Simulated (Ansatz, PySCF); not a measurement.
The pair A = H2S (SMILES S) (first 3 atoms), B = GeH4 (SMILES [GeH4]); geometry from B3LYP-D3(BJ)/def2-TZVP.
(charge 0, multiplicity 1):
```tsv
atom	x (Å)	y (Å)	z (Å)
S	0.2669	1.8733	0.6899
H	-1.0639	1.8593	0.8654
H	0.2462	0.7260	-0.0072
Ge	-0.1718	-0.7165	3.5261
H	-0.9441	0.5598	3.8868
H	1.3308	-0.4197	3.4527
H	-0.6635	-1.2478	2.1709
H	-0.4314	-1.7858	4.6021
```

Frozen-core correlation. Filled d and f shells under p-block atoms count as core. CBS: X⁻³ extrapolation of the correlation energy, Hartree–Fock from the larger set.

The values were computed with Ansatz (Gaussian orbitals); PySCF for the dispersion terms. 

The monomers are drawn apart, rigid, along the line of their centres of mass. Counterpoise-corrected interaction energies (kcal/mol):

```tsv
level	R = 5.396 Å	R = 6.943 Å
PBE-D3(BJ)/def2-TZVPPD	-0.3800	-0.0686
wB97M-V/def2-TZVPPD	-0.3014	-0.0602
CCSD(T)/CBS(def2-SVPD, def2-TZVPPD)	-0.2845	-0.0594
```

Question: R is the distance of the centres of mass. Find the local exponent m of E ∝ R⁻ᵐ between the two points.

Answer: 
m = ln(E₁/E₂)/ln(R₂/R₁): PBE-D3(BJ)/def2-TZVPPD 6.8; wB97M-V/def2-TZVPPD 6.4; CCSD(T)/CBS(def2-SVPD, def2-TZVPPD) 6.2. For scale, two fixed dipoles give m = 3, dipole and quadrupole 4, quadrupoles 5, and dispersion or dipole-induced dipole 6 at long range; at these distances several terms mix, and what is left of overlap and damping shifts m, so it need not match one of them.

Ansatz is a first-principles code.
